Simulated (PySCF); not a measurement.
Species: C₅H₅O₃P.
Structure used (GFN2-xTB), in Å, numbered top down from 1:
```
atom  x, y, z in Å
C1    -2.676    0.426   -0.398
O2    -1.262    0.548   -0.357
C3    -0.602   -0.480    0.187
O4    -1.130   -1.472    0.627
C5     0.853   -0.254    0.182
C6     1.809   -1.108    0.664
P7     3.421   -0.437    0.454
C8     2.658    0.925   -0.260
O9     1.331    0.885   -0.335
H10   -3.077    0.322    0.612
H11   -3.043    1.336   -0.865
H12   -2.964   -0.451   -0.982
H13    1.571   -2.057    1.107
H14    3.111    1.816   -0.659
```

NICS is the negative of the GIAO shielding at a point without a nucleus: at the ring centre (0) and 1 Å above and below it (1); zz is the component along the ring normal. Level: GIAO PBE0/pcSseg-1 (PySCF, non-relativistic, gas phase) on the GFN2-xTB geometry, one conformer.

Ring bond lengths (Å), with Mayer bond orders in brackets: C5–C6 1.370 (1.50), C6–P7 1.758 (1.19), P7–C8 1.717 (1.50), C8–O9 1.330 (1.13), O9–C5 1.339 (1.04).

Give the NICS values of each ring in ppm.

| ring | type | NICS(0) | NICS(1), two faces | NICS(1)zz, two faces | rms pucker (Å) | centre to ring atoms, mean (Å) |
| --- | --- | --- | --- | --- | --- | --- |
| C5–C6–P7–C8–O9 | 5-membered ring with O and P; formal bonds all aromatic | -11.5 | -11.3 / -11.3 | -26.4 / -26.4 | 0.00 | 1.27 |

What do they say, and how far can they be read as aromaticity?

- C5–C6–P7–C8–O9: mean NICS(1)zz -26.4 ppm, shielded.

And the bond-length index? HOMA takes Krygowski's 1993 parameters.

- C5–C6–P7–C8–O9: HOMA 0.58; the largest term is that of O9–C5, α(R − Ropt)² = 0.86.

What field does 11.7 T along the ring normal induce along that normal at the first NICS(1) probe listed for ring C5–C6–P7–C8–O9, 1 Å off the ring?

NICSzz × B0 = -26.4 ppm × 11.7 T = -309 μT, against the applied field.

Give the inner angles of the rings and the Hirshfeld charges of the ring atoms.

- C5–C6–P7–C8–O9: C5 114.6° (+0.041 e), C6 111.1° (-0.120 e), P7 86.8° (+0.064 e), C8 116.3° (-0.029 e), O9 111.1° (-0.038 e); sum 540.0° against 540° for a flat convex ring.

How shielded are the nuclei of the rings and their hydrogens (means over atoms taken as equivalent)?

```
atoms                        environment  σ isotropic (ppm)
   C5        substituted aromatic carbon               27.9
   C6                 aromatic CH carbon               42.1
   P7           phosphorus bonded to 2 C              179.8
   C8  aromatic CH next to a ring oxygen               -5.5
   O9                  furan-type oxygen              -25.8
  H13                  aromatic hydrogen              23.12
  H14                  aromatic hydrogen              22.70
```
